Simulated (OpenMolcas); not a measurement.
V4+ with 6 ligands (bromide) in tetragonal octahedral coordination (D4h) at 2.49 Å, the axial distance 2.714 Å. A charge of +0.333 e stands 2.6 Å behind each ligand. Ligand basis ANO-RCC-VDZP.

```yaml
Program: OpenMolcas
Method: CASSCF
Basis: ANO-RCC-VTZP [6s5p3d2f1g]
Scalar_Hamiltonian: DKH2, point nucleus
Active_space: 1 electron in 5 orbitals (3d)
State_averaging: 2S+1 = 2 even, 5 roots
Spin-orbit_coupling: RASSI with atomic mean-field integrals over the reference wave functions
```

**Question.** What is the spin-free ground state (labels of D4, the rotations of D4h)?

**Answer.** 2E, 2-fold in its orbital part; it has the highest spin that d1 allows.

**Question.** Where is the first state of the same spin?

**Answer.** 2B2 at 1060 cm-1 above the ground state.

**Question.** What are the lowest two levels with spin-orbit coupling?

**Answer.** A 2-fold level E1/2 with g = 0.03, 0.03, 0.09, then a 2-fold level E3/2 186.9 cm-1 above it. Their leading multiplicities are 2 (100 %) and 2 (100 %).

**Question.** What is χT at 300 K, and how does it compare with the textbook value?

**Answer.** The lowest level has 2S+1 = 2, for which the spin-only value is χT = S(S+1) / 2 = 0.375 cm3 K/mol (g = 2). The computed 0.360 at 300 K differs by -0.015, through orbital momentum, spin-orbit coupling and any other state in reach.

An orbital doublet at a regular site is open to a Jahn-Teller distortion, which this geometry leaves out. The least metal-like active orbital is 71 % on the metal (Löwdin) and no ligand orbital is active, so the numbers are rough. Ligand-to-metal charge-transfer states are missing. This ion would oxidise such ligands; the complex is a model and need not exist. With metal d orbitals alone and no dynamic correlation the field as a rule comes out too small, by tens of per cent, by up to half for chloride and softer ligands. No measured value stands beside these numbers; the geometry is a model, was not optimised and need not be the one that this ion takes.
